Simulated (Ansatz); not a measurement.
Reaction (hydrogenolysis of a P–N bond): `C=NP[SiH3]` + H₂ → `[SiH3]P` + `C=N`

Calculated with Ansatz (gas phase, PBE0-D4/def2-TZVP geometries, no zero-point term in ΔE). CCSD(T)/CBS adds triple-zeta CCSD(T) − MP2 to the extrapolated MP2 energy (def2 sets, frozen cores). This one scheme is used for every species. DFT in def2-TZVPP. B3LYP here is the variant with VWN-RPA as its local correlation; programs differ in this. HSE06 is defined as in plane-wave codes. Each species was taken in one conformer, which may not be the lowest.

```json
{"level": "LDA (SPW92)", "ΔE (kcal/mol)": "-8.7", "difference from CCSD(T)/CBS": "3.4"}
{"level": "r2SCAN-D4", "ΔE (kcal/mol)": "-10.0", "difference from CCSD(T)/CBS": "2.1"}
{"level": "r2SCAN0-D4", "ΔE (kcal/mol)": "-11.7", "difference from CCSD(T)/CBS": "0.4"}
{"level": "HSE06-D4", "ΔE (kcal/mol)": "-11.4", "difference from CCSD(T)/CBS": "0.7"}
{"level": "CAM-B3LYP-D4", "ΔE (kcal/mol)": "-12.0", "difference from CCSD(T)/CBS": "0.1"}
{"level": "ωB97X-V", "ΔE (kcal/mol)": "-12.5", "difference from CCSD(T)/CBS": "-0.4"}
{"level": "ωB97M-V", "ΔE (kcal/mol)": "-12.2", "difference from CCSD(T)/CBS": "-0.1"}
{"level": "PBE0", "ΔE (kcal/mol)": "-13.1", "difference from CCSD(T)/CBS": "-1.0"}
{"level": "B3LYP", "ΔE (kcal/mol)": "-13.3", "difference from CCSD(T)/CBS": "-1.2"}
{"level": "r2SCAN0", "ΔE (kcal/mol)": "-12.3", "difference from CCSD(T)/CBS": "-0.2"}
{"level": "CAM-B3LYP", "ΔE (kcal/mol)": "-13.7", "difference from CCSD(T)/CBS": "-1.6"}
{"level": "HF/def2-SVP", "ΔE (kcal/mol)": "-21.1", "difference from CCSD(T)/CBS": "-9.0"}
{"level": "MP2/def2-SVP", "ΔE (kcal/mol)": "-14.8", "difference from CCSD(T)/CBS": "-2.7"}
{"level": "MP2/def2-TZVPP", "ΔE (kcal/mol)": "-11.1", "difference from CCSD(T)/CBS": "1.0"}
{"level": "CCSD/def2-TZVPP", "ΔE (kcal/mol)": "-14.7", "difference from CCSD(T)/CBS": "-2.6"}
{"level": "HF/CBS(def2)", "ΔE (kcal/mol)": "-18.0", "difference from CCSD(T)/CBS": "-5.9"}
{"level": "CCSD(T)/CBS", "ΔE (kcal/mol)": "-12.1", "difference from CCSD(T)/CBS": "0"}
```

Largest T1 diagnostic among the species: 0.015.

From PBE to PBE0 (25 % exact exchange), in def2-TZVPP and without D4, ΔE moves by −2.0 kcal/mol. At CCSD(T), def2-SVP lies −4.4 kcal/mol from the extrapolated value and def2-TZVPP −1.0 kcal/mol.
